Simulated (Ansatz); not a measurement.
System: sum formula SiOF$_{3}$, charge 0, multiplicity 2. It need not be the lowest isomer of its formula. 
Coordinates optimised at B3LYP-D3(BJ)/def2-TZVP (Ansatz, an electronic-structure program):
```
Si
F 1 1.5703
F 1 1.5707 2 110.36
F 1 1.5707 2 110.36 3 118.49
O 1 1.6536 2 105.57 3 -120.75
```
Charge 0, spin multiplicity 2.

Total electronic energies in hartree. Correlated levels leave the core frozen unless marked. UHF or UKS for open shells. Spin-orbit coupling is left out. No relativistic terms. CBS(X,Y): correlation extrapolated as X^-3; Hartree-Fock from the larger set (for Q and 5 zeta extrapolated as (X+1)exp(-9√X)). [CCSD(T)-MP2]/basis is that difference in the basis named.

```
level                                                                 program  energy (Eh)
-------------------------------------------------------------  --------------  -----------
HF/STO-3G                                                              Ansatz   -653.61790
HF/6-31G                                                               Ansatz   -662.07103
r2SCAN-D3(BJ)/def2-TZVPD                                       Ansatz + dftd3   -664.41966
HSE06-D4/def2-TZVPD                                            Ansatz + dftd4   -664.08984
B2GP-PLYP-D3(BJ)/def2-TZVPD                                    Ansatz + dftd3   -664.18856
CCSD(T)/6-31G                                                          Ansatz   -662.58197
CCSD(T)/cc-pV(T+d)Z                                                    Ansatz   -663.57201
RI-MP2/CBS(cc-pV(T+d)Z,cc-pV(Q+d)Z)+[CCSD(T)-MP2]/cc-pV(D+d)Z          Ansatz    -663.7676
CCSD(T)/CBS(cc-pV(Q+d)Z,cc-pV(5+d)Z)                                   Ansatz    -663.7938
```

Totals of different functionals don't rank their quality; only differences between species are comparable.
